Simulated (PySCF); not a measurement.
S4, SMILES S1SSS1. The structure is a stationary point at PBE-D3(BJ)/def2-SVP.

Computed with PBE-D3(BJ)/def2-SVP (PySCF).

Harmonic wavenumbers (cm⁻¹): 190, 283, 351, 351, 369, 472. Rotational constants (GHz): 3.348, 3.348, 1.843; symmetry number 4.

Problem. Work out the zero-point energy and the ideal-gas rigid-rotor harmonic-oscillator thermochemistry at 298.15 K and 1 atm.

Solution. ZPE = ½ Σ hcν = ½ × 2018 cm⁻¹ = 12.07 kJ/mol. H − E(el) = 28.08 kJ/mol. Entropy in J/(mol K): translation 169.28, rotation 102.05, vibration 32.95, total 304.28. G − E(el) = -62.64 kJ/mol. Cp = 73.22 J/(mol K).
